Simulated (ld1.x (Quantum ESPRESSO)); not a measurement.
## Co (Z = 27), ultrasoft: configuration errors across variants

- Element: Co
- Generator: ld1.x (Quantum ESPRESSO) 7.5
- Type: ultrasoft
- Functional: PBE
- Relativity: scalar-relativistic
- Frozen core: [Ar]
- Valence charge: 9
- Reference configuration: 3d7 4s2 4p0
- Partial waves: 4s (bound): rcut 2.05, rcutus 2.60 bohr; 4s channel at 0.05 Ry: rcut 2.05, rcutus 2.60 bohr; 4p (bound, empty): rcut 2.30, rcutus 2.65 bohr; 4p channel at 0.5 Ry: rcut 2.30, rcutus 2.65 bohr; 3d (bound): rcut 1.25, rcutus 1.70 bohr; 3d channel at -0.15 Ry: rcut 1.25, rcutus 1.70 bohr
- Local potential: all-electron potential smoothed inside 1.45 bohr (lloc = -2)
- Core correction: none
- Augmentation charge: PSQ, radius 1.25 bohr

All-electron excitation energies from the reference (eV): (1) 3d7 4s1 4p0 9.030; (2) 3d7 4s0 4p0 25.816; (3) 3d6 4s0 4p0 61.686; (4) 3d5 4s0 4p0 117.038; (5) 3d7 4s1 4p1 4.351; (6) 3d7.5 4s1.5 4p0 -0.960; (7) 3d7 4s1.5 4p0 3.602.

Tests that are not counted but printed errors over 1 eV. “waves 3d (bound): rcut 1.25, rcutus 2.16 bohr; 3d channel at -0.15 Ry: rcut 1.25, rcutus 2.16 bohr”: 3d6 4s0 4p0 (solver errors, printed error -454 eV); 3d5 4s0 4p0 (solver errors, printed error -340 eV).

2 further variants failed, have other tests or too few solved ones, and are left out.

Errors AE − PS in meV (a dash: test not solved or not reliable):

```tsv
change	(1)	(2)	(3)	(4)	(5)	(6)	(7)	bound ghosts
base	+12	+119	+66	-583	+5.2	-4.3	+1.8	none
waves 3d (bound): rcut 1.24, rcutus 1.32 bohr; 3d channel at -0.15 Ry: rcut 1.24, rcutus 1.32 bohr	+12	+118	+15	-986	+5.1	-12	+1.7	none
waves 3d (bound): rcut 1.25, rcutus 1.48 bohr; 3d channel at -0.15 Ry: rcut 1.25, rcutus 1.48 bohr	+13	+121	+89	-410	+5.3	-1.2	+1.9	none
waves 3d (bound): rcut 1.25, rcutus 1.94 bohr; 3d channel at -0.15 Ry: rcut 1.25, rcutus 1.94 bohr	+12	+117	+24	-880	+5.0	-10	+1.6	none
waves 3d (bound): rcut 1.25, rcutus 2.16 bohr; 3d channel at -0.15 Ry: rcut 1.25, rcutus 2.16 bohr	+14	+134	–	–	+6.4	–	–	none
waves 3d (bound): rcut 1.25, rcutus 2.30 bohr; 3d channel at -0.15 Ry: rcut 1.25, rcutus 2.30 bohr	–	–	–	–	–	–	–	none
```

(1) Give the same row for: waves 3d (bound): rcut 1.25, rcutus 1.72 bohr; 3d channel at -0.15 Ry: rcut 1.25, rcutus 1.72 bohr.

## Answers

(1) +12, +119, +61, -624, +5.1, -5.1, +1.8; bound ghosts: none.
